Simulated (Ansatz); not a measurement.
Gas-phase electronic energies from Ansatz, PBE0-D4/def2-TZVP geometries. CBS: MP2 limit from def2 TZ/QZ plus the TZ coupled-cluster correction, frozen cores. Functionals use def2-TZVPP. B3LYP here is the variant with VWN-RPA as its local correlation; programs differ in this. For Zn outer-core shells are correlated without core-valence functions, which leaves a few kJ/mol of doubt a bond. Scalar relativity is left out up to krypton. One conformer a species, not always the lowest.

Reaction (redistribution): `C[SiH2][CH2][AlH2]` + `[F][ZnH]` → `[AlH2][CH2][SiH3]` + `[CH3][Zn][F]`

```tsv
level	ΔE (eV)
B3LYP-D4	0.13
B3LYP	0.07
HF/def2-TZVPP	0.16
CCSD/CBS(def2)	0.10
```

Question: What does CCSD(T)/CBS give? (Best estimate.)

Answer: The calculation gave: +0.10 eV. The listed levels differ from it by 0.03, -0.03, 0.06, 0.00 eV.

Largest T1 diagnostic among the species: 0.018.

From PBE to PBE0 (25 % exact exchange), in def2-TZVPP and without D4, ΔE moves by +0.03 eV. The D4 term adds +0.06 eV with B3LYP and +0.04 eV with PBE0; it sums over pairs of atoms, weighted by their polarisabilities, and B3LYP, whose exchange is more repulsive, gets the larger term.
